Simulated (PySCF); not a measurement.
CH5FO2Si2, SMILES O=CO[SiH2][SiH2]F. Atoms are numbered in the order given.

```xyz
11

O      1.1295     1.1494     0.9153
C      1.8725     0.9300    -0.0075
O      1.6557     0.0222    -0.9581
Si     0.2521    -0.9974    -0.9082
Si    -1.5793     0.0934     0.0836
F     -1.5525    -0.1338     1.6963
H      2.8282     1.4688    -0.1763
H      0.0248    -1.3303    -2.3391
H      0.6260    -2.2291    -0.1596
H     -2.8341    -0.5450    -0.4162
H     -1.6078     1.5424    -0.2437
```

Geometry: B3LYP-D3(BJ)/def2-SVP. The structure was generated by enumeration, and PubChem lists no compound with its InChIKey, so it may never have been made. Other conformers were not sampled.

Method: PBE0/pcSseg-1 run with PySCF.

GIAO shieldings, no solvent; atoms listed in one row are averaged. δ = σ(ref) − σ: ¹⁷O against H2O (σ = 334.2 ppm); ¹³C against TMS (σ = 186.3 ppm); ²⁹Si against TMS (σ = 352.7 ppm); ¹⁹F against CFCl3 (σ = 167.2 ppm); ¹H against TMS (σ = 31.56 ppm), references at their B3LYP-D3(BJ)/def2-TZVP geometries, non-relativistic.

Computed chemical shifts:
```csv
nucleus,atoms,count,δ (ppm)
¹⁷O,O1,1,466.0
¹⁷O,O3,1,198.5
¹³C,C2,1,170.0
²⁹Si,Si5,1,-0.7
²⁹Si,Si4,1,-18.7
¹⁹F,F6,1,-263.4
¹H,H7,1,8.29
¹H,H11,1,5.86
¹H,H10,1,5.66
¹H,H9,1,5.47
¹H,H8,1,5.05
```
